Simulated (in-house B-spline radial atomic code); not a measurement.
## Gd²⁺: [Xe] 4f7 5d1

Level of theory: Dirac-Kohn-Sham PBE0, spherical fractional occupations, exact exchange averaged over the configuration, Fermi nucleus of rms radius 5.1569 fm; calculated with a radial B-spline atomic code at the basis-set limit.

Screening seen three ways: the hydrogenic charge with the same mean radius, Z_r = [3n² - l(l+1)]/(2<r>), the one with the same energy, Z_e = n√(-2ε), and Slater's rules. Values are occupation-weighted means over j. An effective charge above Z reflects the relativistic contraction of the inner shells.

```json
{"shell": "1s", "electrons": "2", "ε (eV)": "-50181", "<r> (bohr)": "0.02191", "Z_r": "68.47", "Z_e": "60.73", "Slater": "63.70"}
{"shell": "2s", "electrons": "2", "ε (eV)": "-8324", "<r> (bohr)": "0.09273", "Z_r": "64.70", "Z_e": "49.47", "Slater": "59.85"}
{"shell": "2p", "electrons": "6", "ε (eV)": "-7435.9", "<r> (bohr)": "0.08203", "Z_r": "60.95", "Z_e": "46.76", "Slater": "59.85"}
{"shell": "3s", "electrons": "2", "ε (eV)": "-1869.1", "<r> (bohr)": "0.2438", "Z_r": "55.38", "Z_e": "35.16", "Slater": "52.75"}
{"shell": "3p", "electrons": "6", "ε (eV)": "-1589.6", "<r> (bohr)": "0.2422", "Z_r": "51.62", "Z_e": "32.43", "Slater": "52.75"}
{"shell": "3d", "electrons": "10", "ε (eV)": "-1206.6", "<r> (bohr)": "0.2211", "Z_r": "47.49", "Z_e": "28.25", "Slater": "42.85"}
{"shell": "4s", "electrons": "2", "ε (eV)": "-393.68", "<r> (bohr)": "0.5528", "Z_r": "43.41", "Z_e": "21.52", "Slater": "36.25"}
{"shell": "4p", "electrons": "6", "ε (eV)": "-300.26", "<r> (bohr)": "0.5843", "Z_r": "39.36", "Z_e": "18.79", "Slater": "36.25"}
{"shell": "4d", "electrons": "10", "ε (eV)": "-166.99", "<r> (bohr)": "0.6366", "Z_r": "32.99", "Z_e": "14.01", "Slater": "24.85"}
{"shell": "5s", "electrons": "2", "ε (eV)": "-66.508", "<r> (bohr)": "1.338", "Z_r": "28.03", "Z_e": "11.05", "Slater": "12.30"}
{"shell": "5p", "electrons": "6", "ε (eV)": "-43.039", "<r> (bohr)": "1.552", "Z_r": "23.52", "Z_e": "8.89", "Slater": "12.30"}
{"shell": "4f", "electrons": "7", "ε (eV)": "-25.303", "<r> (bohr)": "0.8534", "Z_r": "21.09", "Z_e": "5.45", "Slater": "15.90"}
{"shell": "5d", "electrons": "1", "ε (eV)": "-16.379", "<r> (bohr)": "2.36", "Z_r": "14.62", "Z_e": "5.49", "Slater": "3.00"}
```

The least bound orbital is 5d5/2 at -16.25 eV, and it is also the most diffuse (<r> = 2.378 bohr).

Spin-orbit splittings of the orbital energies (j = l + 1/2 above j = l - 1/2 when positive): 2p 696.3 eV, 3p 143.6 eV, 3d 31.18 eV, 4p 32.02 eV, 4d 5.813 eV, 5p 4.458 eV, 4f 0.7607 eV, 5d 0.3323 eV.

For the 1s electron the small component carries 5.68 % of the norm, the zero-frequency Breit interaction raises the level by 150.9 eV, self-energy by 90.36 eV, and vacuum polarisation lowers it by 14.73 eV.
